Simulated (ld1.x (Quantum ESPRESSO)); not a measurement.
**lead (Pb): one change to a TM potential, before and after**

```
Element                 : lead (Pb)
Generator               : ld1.x (Quantum ESPRESSO) 7.5
Type                    : norm-conserving Troullier–Martins (Kleinman–Bylander form)
Functional              : PBEsol
Relativity              : fully relativistic
Frozen core             : [Xe] 4f14 5d10
Valence charge          : 4
Reference configuration : 6s2 6p0 (charge +2)
Partial waves           : 6s (bound): rc 2.05 bohr; 6p (bound, empty): rc 2.05 bohr; 6d channel at 0.05 Ry: rc 2.15 bohr
Local potential         : the d channel
Core correction         : a·sin(br)/r model core inside 1.30 bohr
```

Open shells are filled in proportion to 2j + 1 (rel_dist='average').

Change: wave 6s (bound): rc 2.05 bohr becomes 6s (bound): rc 2.84 bohr.

Cutoffs: the cutoffs (Ry, on a coarse ladder) from which the occupation-weighted sum of valence levels, in a spherical-Bessel basis at the reference potential, stays within 10 and 1 mRy of its value at 400 Ry; they do not see the model core or the augmentation charge, which bear on the density cutoff. Errors are all-electron minus pseudo energies relative to the spin-unpolarised reference configuration.

Predict the effect on cutoff, ghosts and configuration errors.

The potential gets softer (21 Ry and 35 Ry → 12 Ry and 21 Ry); both files keep a bound ghost (p, s); of the 7 tests that both files solve, the error grows in 4 and shrinks in 0 by more than 15 % and 0.3 meV (median size 47.9 → 76.1 meV). A larger radius leaves more room for a smooth pseudo-wave, so fewer plane waves are needed. More of the atom is replaced by a form fitted at one configuration, so other configurations suffer.

```csv
quantity,base,changed
"cutoff, loose",21 Ry,12 Ry
"cutoff, tight",35 Ry,21 Ry
bound ghosts,"s, p3/2, p1/2","s, p3/2, p1/2"
"error for 6s2 6p2, meV [ΔE -20.33 eV]",-113,-105
"error for 6s2 6p1, meV [ΔE -13.61 eV]",-46,-42
"error for 6s1 6p0, meV [ΔE 32.48 eV]",-203,-260
"error for 6s1 6p2, meV [ΔE -4.21 eV]",-16,-44
"error for 6s0 6p4, meV [ΔE -2.78 eV]",-48,-171
"error for 6s2 6p1.5, meV [ΔE -17.77 eV]",-83,-76
"error for 6s1 6p3, meV [ΔE -11.73 eV]",-46,-68
```

Changed file: The cutoffs count occupied waves only; the empty 6p level needs 21 Ry at the loose tolerance. A true bound ghost makes a file unfit for plane-wave use even where its test errors are small: the radial tests pick states by their node count and pass the ghost by.
